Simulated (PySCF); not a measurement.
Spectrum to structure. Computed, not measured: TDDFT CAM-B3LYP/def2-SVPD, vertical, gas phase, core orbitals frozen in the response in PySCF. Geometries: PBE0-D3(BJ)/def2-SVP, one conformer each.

```csv
state,E (eV),f,"main configurations (H = HOMO, L = LUMO)"
S1,4.62,0.0007,"H-2→L (89%), H-2→L+5 (9%)"
S2,5.09,0.013,"H-1→L (61%), H→L+1 (34%)"
S3,5.24,0.402,H→L (92%)
S4,6.45,0.313,"H→L+1 (60%), H-1→L (34%)"
S5,6.64,0.519,H-1→L+1 (81%)
S6,6.96,0.0002,H-2→L+1 (96%)
S7,7.05,0.0005,H→L+2 (87%)
S8,7.30,0.0002,H-4→L (91%)
S9,7.35,0.0045,"H-1→L+2 (63%), H-1→L+3 (23%)"
S10,7.42,0.0001,H-5→L (89%)
```

Orbital energies (eV): HOMO-3 -10.47, HOMO-2 -8.77, HOMO-1 -8.65, HOMO -8.15, LUMO -0.27, LUMO+1 0.75, LUMO+2 1.52.

**Question.** Which candidate is it? All have the formula C8H9N.
A. `c1ccccc1/C=N/C`
B. `[H]/N=C\C1=CC=CC12CC2`
C. `C=C1C[C@H](CC#N)C1=C`

**Answer.** A. Its S1 lies at 4.62 eV; the nearest of the others has S1 at 4.21 eV. S1 is HOMO-2→LUMO (89%), HOMO-2→LUMO+5 (9%). Löwdin shares by element: HOMO carbon 46% or more, nitrogen 15% (atoms not listed hold the other 39%); LUMO carbon 42% or more, nitrogen 19% (atoms not listed hold the other 39%). At the same level the other candidates give, for their lowest levels:
- `[H]/N=C\C1=CC=CC12CC2`: 4.21 eV (f 0.211); 4.57 eV (f 0.003); 5.64 eV (f 0.122); 6.26 eV (f 0.127); 6.39 eV (f 0.004); HOMO -7.62, LUMO -0.71 eV
- `C=C1C[C@H](CC#N)C1=C`: 5.26 eV (f 0.297); 6.53 eV (f 0.003); 6.59 eV (f 0.003); 6.86 eV (f 0.005); 7.07 eV (f 0.103); HOMO -8.16, LUMO -0.39 eV

Shape of the structure used: `[CH3:1]/[N:2]=[CH:3]/[c:4]1[cH:5][cH:6][cH:7][cH:8][cH:9]1`: N2–C3–C4–C5 0°.
